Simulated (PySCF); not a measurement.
CrFO₂, neutral, multiplicity 2. Atoms are numbered in the order given.

```xyz
4

Cr     0.0000     0.0000     0.0401
O      0.0000     1.2984     0.8787
O      0.0000    -1.2984     0.8787
F      0.0000     0.0000    -1.6691
```
Charge 0, spin multiplicity 2.

Geometry optimised at PBE0-D3(BJ)/def2-SVP. A frequency run showed that this geometry is not a minimum. The multiplicity is an assumed one; other spin states were not compared. The isomer is the one that the SMILES or the coordinates give; other isomers of the formula were not compared.

Method: PySCF with PBE/def2-TZVPD.

Isolated molecule, no solvent.

Computed frontier levels, dipole moment and polarisability:
The α spin, highest occupied and lowest empty level is -6.89 and -5.73 eV, the β spin, highest occupied and lowest empty level is -8.35 and -5.36 eV and the dipole moment is 0.52 D. The quadrupole, principal values (traceless, Buckingham form, about the centre of nuclear charge) is -3.87, -2.46, 6.33 D·Å and the mean static polarisability comes out as 37.3 bohr³ (5.53 Å³). The polarisability, principal values is 27.9, 39.5, 44.6 bohr³ and the ⟨S²⟩ comes out as 0.761 (pure state 0.75).
